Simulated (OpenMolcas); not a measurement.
Ni3+ with 6 ligands (fluoride) in octahedral coordination (Oh) at 1.91 Å. A charge of +0.5 e stands 3.2 Å behind each ligand. Ligand basis ANO-RCC-VDZP.
```
Ni    0.0000    0.0000    0.0000
F     1.9100    0.0000    0.0000
F     0.0000    1.9100    0.0000
F    -1.9100    0.0000    0.0000
F     0.0000   -1.9100    0.0000
F     0.0000    0.0000    1.9100
F     0.0000    0.0000   -1.9100
```

* Program: OpenMolcas 26.06
* Method: CASSCF
* Basis: ANO-RCC-VTZP [6s5p3d2f1g]
* Scalar Hamiltonian: DKH2, point nucleus
* Active space: 7 electrons in 5 orbitals (3d)
* State averaging: 2S+1 = 4 even, 10 roots; 2S+1 = 2 even, 40 roots
* Spin-orbit coupling: state interaction with AMFI integrals over the reference wave functions

What is the spin-free ground state (labels of O, the rotations of Oh)?

4T1, 3-fold in its orbital part, 97 % from free-ion F terms; it has the highest spin that d7 allows.

Where is the first state of the same spin?

4T2 at 8160 cm-1 above the ground state.

What are the lowest two levels with spin-orbit coupling?

A 2-fold level Γ6 with g = 4.43, 4.43, 4.43, then a 4-fold level Γ8 473.6 cm-1 above it. Their leading multiplicities are 4 (100 %) and 4 (100 %).

What is χT at 300 K, and how does it compare with the textbook value?

The lowest level has 2S+1 = 4, for which the spin-only value is χT = S(S+1) / 2 = 1.875 cm3 K/mol (g = 2). The computed 3.424 at 300 K differs by +1.549, through orbital momentum, spin-orbit coupling and any other state in reach. With a threefold ground state the orbital momentum is unquenched, so the spin-only value is not expected to hold.

Which ligand-field parameters describe the states?

A least-squares ligand-field fit to the states below 45000 cm-1, each weighted by its degeneracy and with a free common offset, gives 10Dq = 9961 cm-1, B = 1312 cm-1 and C = 4937 cm-1 (C/B = 3.76), with an rms deviation of 302 cm-1. The same method and metal basis give the free ion B = 1428 cm-1 (fit to its terms below 60000 cm-1, rms deviation 19 cm-1), so the nephelauxetic ratio is β = 1312 / 1428 = 0.92; it hangs on how both fits weigh the states, and computed free-ion B values tend to be too large, so β mixes covalency with correlation.

An orbital triplet at a regular site is open to Jahn-Teller coupling, which can distort the site and quench the lowest spin-orbit gaps and is left out. Without dynamic correlation the repulsion within the d shell is too large (B by tens of per cent), so at a given field states of lower spin stand too high. This shell can be high or low spin here, a state of another spin lies low, and with metal d orbitals alone active their balance is uncertain, so the ground spin may be wrong. Ligand-to-metal charge-transfer states are missing. With no ligand orbital active B as a rule stays too high, so bands that hang on it stand too high and its fall with covalency is understated. With metal d orbitals alone and no dynamic correlation the field as a rule comes out too small, by tens of per cent, by up to half for chloride and softer ligands, and with too little covalency χT stands high. No measured value stands beside these numbers; the geometry is a model, was not optimised and need not be the one that this ion takes.
